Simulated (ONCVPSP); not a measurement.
## Pb (Z = 82): one change to an ONCV potential, before and after

```
Element                 : lead (Pb)
Generator               : ONCVPSP 4.0.1
Type                    : optimised norm-conserving Vanderbilt (ONCV)
Functional              : LDA (Perdew-Wang 92)
Relativity              : scalar-relativistic
Frozen core             : [Xe] 4f14
Valence charge          : 14
Reference configuration : 5d10 6s2 6p1.75 (charge +0.25)
Partial waves           : 6s: rc 2.00 bohr, ncon 4, nbas 9, qcut 2.5 1/bohr, 2 projectors, debl 2 Ha; 6p: rc 2.25 bohr, ncon 4, nbas 7, qcut 3.8 1/bohr, 2 projectors, debl 1.2 Ha; 5d: rc 1.15 bohr, ncon 5, nbas 8, qcut 8 1/bohr, 3 projectors, debl 4 Ha
Local potential         : polynomial inside 0.90 bohr (lpopt 2, dvloc0 2 Ha)
Core correction         : Teter function, fcfact 4.75, rcfact 1.55
```

Change: local potential polynomial inside 0.95 bohr (lpopt 5, dvloc0 0 Ha).

Cutoffs: the cutoffs (Ha) at which the residual kinetic energy of the hardest occupied pseudo-wave falls to 1 and 0.1 mHa per electron; they do not see the model core or the augmentation charge, which bear on the density cutoff. Errors are all-electron minus pseudo energies relative to the spin-unpolarised reference configuration.

**Question.** What does the change do?

**Answer.** The potential gets neither clearly harder nor softer (47 Ha and 80 Ha → 47 Ha and 80 Ha); both files keep a bound ghost (d, p, s); the errors of the 4 common tests hardly move; the range in which the s phases agree narrows (upper end 3.7 → 2.5).

| quantity | base | changed |
| --- | --- | --- |
| cutoff, loose | 47 Ha | 47 Ha |
| cutoff, tight | 80 Ha | 80 Ha |
| bound ghosts | s, p, d | s, p, d |
| GHOST(+) flags under 300 eV | none | s at 70.0 eV |
| error for 5d10 6s2 6p2, meV [ΔE -1.11 eV] | +0.4 | +0.4 |
| error for 5d10 6s2 6p1, meV [ΔE 5.72 eV] | -3.6 | -3.6 |
| error for 5d10 6s2 6p0, meV [ΔE 19.47 eV] | -18 | -18 |
| error for 5d9 6s2 6p2, meV [ΔE 26.19 eV] | -117 | -116 |
| s: phases at 2.03 bohr within 0.05 rad from the reference energy up to (Ha; the scan ends near 5) | 3.7 | 2.5 |
| p: phases at 2.28 bohr within 0.05 rad from the reference energy up to (Ha; the scan ends near 5) | 3.2 | 2.7 |
| d: phases at 1.17 bohr within 0.05 rad from the reference energy up to (Ha; the scan ends near 5) | to the end of the scan | to the end of the scan |
| rms error of d²Exc/dni dnj with the model core, mHa | 0.39 | 0.39 |

 A true bound ghost makes a file unfit for plane-wave use even where its test errors are small: the radial tests pick states by their node count and pass the ghost by.
